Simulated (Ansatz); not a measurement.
(CuSH)2 ring (Cu2H2S2). The state is a triplet with charge 0. Geometry PBE0-D4/def2-SVP, that of the neutral singlet; atoms count from 1.

Cartesian coordinates in Å:
```
Cu 0.3608 0.9452 -0.7133
S 1.9961 -0.4202 0.1790
Cu -0.1541 -1.2265 -0.0683
S -1.7754 0.1200 -1.0131
H 1.8498 -0.0048 1.4601
H -2.2772 0.5863 0.1556
```

At PBE0-D4/def2-TZVP a singlet of charge 0 lies 3.06 eV below the triplet at the same geometry.

Problem. Estimate the Mulliken populations from the PBE0/def2-TZVP orbitals of Ansatz.

Solution. 
| atom | charge (e) | spin (α − β) | d electrons |
| --- | --- | --- | --- |
| Cu1 | -0.11 | 1.30 | 9.51 |
| S2 | -0.24 | 0.26 | – |
| Cu3 | 0.20 | 0.21 | 9.86 |
| S4 | -0.24 | 0.26 | – |
| H5 | 0.20 | -0.01 | – |
| H6 | 0.20 | -0.01 | – |
Mulliken values and Mayer orders depend strongly on the basis.

Problem. Where does the spin sit?

Solution. Summed by element: Cu 1.51, S 0.51, H -0.03, of 2 unpaired in all. Largest on single atoms: Cu1 1.30, S2 0.26, S4 0.26.

Problem. And the Mayer bond orders between bonded heavy atoms (over 0.3)?

Solution. Cu1–S2 0.65 (2.31 Å); Cu1–Cu3 0.44 (2.32 Å); Cu1–S4 0.65 (2.31 Å); S2–Cu3 0.66 (2.31 Å); Cu3–S4 0.66 (2.31 Å).
